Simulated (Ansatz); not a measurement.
**C2H8FNSi2: where a starting geometry ends**

The starting geometry of this gas-phase singlet was optimised with GFN2-xTB; its bonds are those of `C=C[SiH2]N[SiH2]F`.

```xyz
14

C    -1.4272   -1.1891   -2.4257
C    -0.1702   -0.7861   -2.3218
F    -2.3606   -0.5344    2.3447
N    -0.5611    0.0535    0.5222
Si    0.5902   -0.0231   -0.7749
Si   -1.0840   -1.1772    1.6011
H    -2.1122   -1.0996   -1.5973
H    -1.8325   -1.6233   -3.3280
H     0.4772   -0.8972   -3.1840
H     1.7040   -0.8565   -0.3124
H     1.0009    1.3611   -1.0348
H    -1.0556    0.9263    0.6114
H    -0.1152   -1.4417    2.6541
H    -1.5785   -2.3621    0.9176
```

Task: Where would you expect an optimisation with PBE-D3(BJ)/def2-SVP to take it?

Result: It keeps its bonds, and is `C=C[SiH2]N[SiH2]F`.

The energy falls by 0.40 eV over 28 steps:

```json
{"step": "1", "E − E(last) (eV)": "0.401"}
{"step": "4", "E − E(last) (eV)": "0.197"}
{"step": "7", "E − E(last) (eV)": "0.159"}
{"step": "10", "E − E(last) (eV)": "0.117"}
{"step": "13", "E − E(last) (eV)": "0.030"}
{"step": "16", "E − E(last) (eV)": "0.007"}
{"step": "19", "E − E(last) (eV)": "0.002"}
{"step": "22", "E − E(last) (eV)": "0.001"}
{"step": "25", "E − E(last) (eV)": "0.000"}
{"step": "28", "E − E(last) (eV)": "0.000"}
```

Final geometry (Å):

```xyz
14

C    -1.6655   -0.9758   -2.2918
C    -0.3550   -0.6629   -2.3571
F    -2.4733   -1.6719    1.0891
N    -0.3254    0.0531    0.5822
Si    0.6728   -0.2312   -0.8466
Si   -1.0214   -1.1196    1.6481
H    -2.2097   -0.9973   -1.3313
H    -2.2491   -1.2402   -3.1909
H     0.1411   -0.6721   -3.3470
H     1.6114   -1.3606   -0.5151
H     1.4787    1.0130   -1.1120
H    -0.7195    0.9981    0.6499
H    -1.3103   -0.4874    2.9746
H    -0.0996   -2.2948    1.7201
```

No frequencies were run, so the end isn't proven a minimum. Run with Ansatz 0.2.0, 2.3 min on 2 threads of Intel(R) Xeon(R) Processor @ 2.50GHz (Skylake/Cascade Lake) (shared host).
